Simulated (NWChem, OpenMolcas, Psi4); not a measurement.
# How basis sets differ on C2H8OSi (SMILES CC[SiH2]O)

C2H8OSi: 12 atoms, total charge 0, spin state singlet. As SMILES, `CC[SiH2]O`. The shape is that of a PBE0-D4/def2-TZVP optimisation. This is one conformer, not always the lowest.

```csv
atom,x (Å),y (Å),z (Å)
C,-1.4620,-0.3151,-0.1304
C,-0.1931,-0.5952,0.6706
Si,1.3481,0.1382,-0.0886
O,1.2580,1.7827,-0.2296
H,-1.3847,-0.7013,-1.1508
H,-1.6591,0.7583,-0.1987
H,-2.3414,-0.7753,0.3268
H,-0.2921,-0.2109,1.6917
H,-0.0311,-1.6758,0.7672
H,1.5558,-0.4735,-1.4355
H,2.5306,-0.1249,0.7691
H,0.7481,2.1376,-0.9579
```

Quantity: the dipole moment, in D. The values are calculated.

| level | kind | program | value (D) | CPU time |
| --- | --- | --- | --- | --- |
| HF/STO-3G | Hartree–Fock | NWChem | 1.24 | 3 s |
| HF/3-21G | Hartree–Fock | NWChem | 2.06 | 4.2 s |
| HF/ANO-R1 (sfX2C, RICD fitting) | Hartree–Fock | OpenMolcas | 1.72 | 12 s |
| HF/cc-pVDZ | Hartree–Fock | Psi4 | 1.70 | 16 s |

The values span 1.24 to 2.06 D. Magnitudes only. Sets without polarisation functions give poor dipoles. Times are those of the runs behind each value, whatever else they computed, on shared processors of several kinds: orders of magnitude only.
